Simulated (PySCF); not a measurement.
Bonds: B1-Cl2 1.743 Å, B1-Cl3 1.743 Å, B1-F4 1.311 Å.

Geometry: PBE0-D3(BJ)/def2-SVP; GIAO absolute shieldings from PySCF, gas phase, non-relativistic, averaged over equivalent atoms.

At PBE0/pcSseg-1 (82 basis functions, 3.5 s wall time on 1 thread of an x86-64 server CPU, shared host):
```json
{"atoms": "B1", "σ (ppm)": "64.9"}
{"atoms": "Cl2/Cl3", "σ (ppm)": "759.5"}
{"atoms": "F4", "σ (ppm)": "187.3"}
```

Task: What do these become at B3LYP/pcSseg-1?

Result: 
```json
{"atoms": "B1", "σ at B3LYP/pcSseg-1": "60.5", "change": "-4.4"}
{"atoms": "Cl2/Cl3", "σ at B3LYP/pcSseg-1": "749.5", "change": "-10.0"}
{"atoms": "F4", "σ at B3LYP/pcSseg-1": "185.4", "change": "-1.9"}
```

The largest change is at Cl2/Cl3 (chlorine bonded to B). Cost: 82 basis functions, 2.3 s wall time on 1 thread of an x86-64 server CPU, shared host.
